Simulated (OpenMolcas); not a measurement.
**CH5AsSi (SMILES C1[SiH2][AsH]1): methods side by side**

CH5AsSi has 8 atoms, charge 0, and is taken as a singlet. SMILES: `C1[SiH2][AsH]1`. The shape is that of a PBE0-D4/def2-TZVP optimisation.

Each level gives the vertical ionisation energy (to the doublet cation) (eV). The values are calculated.

```json
{"level": "HF/def2-SVP", "kind": "Hartree–Fock", "program": "OpenMolcas", "value (eV)": "8.12", "less CCSD(T)/def2-SVP": "-0.72", "CPU time (all runs)": "29 s"}
{"level": "SVWN5/def2-SVP", "kind": "LDA", "program": "OpenMolcas", "value (eV)": "9.10", "less CCSD(T)/def2-SVP": "+0.26", "CPU time (all runs)": "71 s"}
{"level": "PBE/def2-SVP", "kind": "GGA", "program": "OpenMolcas", "value (eV)": "8.91", "less CCSD(T)/def2-SVP": "+0.07", "CPU time (all runs)": "1.8 min"}
{"level": "revPBE/def2-SVP", "kind": "GGA", "program": "OpenMolcas", "value (eV)": "8.85", "less CCSD(T)/def2-SVP": "+0.01", "CPU time (all runs)": "1.8 min"}
{"level": "M06-L/def2-SVP", "kind": "meta-GGA", "program": "OpenMolcas", "value (eV)": "8.96", "less CCSD(T)/def2-SVP": "+0.12", "CPU time (all runs)": "2.5 min"}
{"level": "TPSS/def2-SVP", "kind": "meta-GGA", "program": "OpenMolcas", "value (eV)": "8.95", "less CCSD(T)/def2-SVP": "+0.11", "CPU time (all runs)": "2.9 min"}
{"level": "PBE0/def2-SVP", "kind": "global hybrid", "program": "OpenMolcas", "value (eV)": "9.00", "less CCSD(T)/def2-SVP": "+0.16", "CPU time (all runs)": "1.8 min"}
{"level": "CCSD(T)/def2-SVP, open shells restricted", "kind": "coupled cluster or CI", "program": "OpenMolcas", "value (eV)": "8.84", "less CCSD(T)/def2-SVP": "0.00", "CPU time (all runs)": "3.3 min"}
```

CCSD(T)/def2-SVP, open shells restricted is the highest level here, not the true value. All-electron rows without a relativistic Hamiltonian named are non-relativistic. The values span 8.12 to 9.10 eV. In the correlated wave-function rows the outer d shell of As is correlated, in sets not made for it. CPU times are rough (shared hosts, several kinds of processor and program).
